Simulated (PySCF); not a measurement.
Si(SH)4 (H4S4Si), SMILES S[Si](S)(S)S. Atoms are numbered in the order given.

```xyz
9

S      1.1279    -1.4411    -1.1149
Si     0.0000     0.0000     0.0000
S     -1.4411    -1.1279     1.1149
S      1.4411     1.1279     1.1149
S     -1.1279     1.4411    -1.1149
H      0.0357    -2.1211    -1.5369
H     -2.1211    -0.0357     1.5369
H      2.1211     0.0357     1.5369
H     -0.0357     2.1211    -1.5369
```

Geometry: r2SCAN-D4/def2-SVP. Other conformers were not sampled.

The numbers are results of PBE0/pcSseg-1 (PySCF), not measurements.

GIAO shieldings, no solvent; atoms alike by connectivity are averaged. δ = σ(ref) − σ: ³³S against H2S (σ = 716.7 ppm); ²⁹Si against TMS (σ = 352.7 ppm); ¹H against TMS (σ = 31.56 ppm), references at their B3LYP-D3(BJ)/def2-TZVP geometries, non-relativistic.

### Question
Estimate the chemical shifts. (The exact figures need the calculation; the answer reports its results.)

### Answer

| nucleus | atoms | count | δ (ppm) |
|---|---|---|---|
| ³³S | S1, S3, S4, S5 | 4 | 100.9 |
| ²⁹Si | Si2 | 1 | 51.3 |
| ¹H | H6, H7, H8, H9 | 4 | 2.05 |
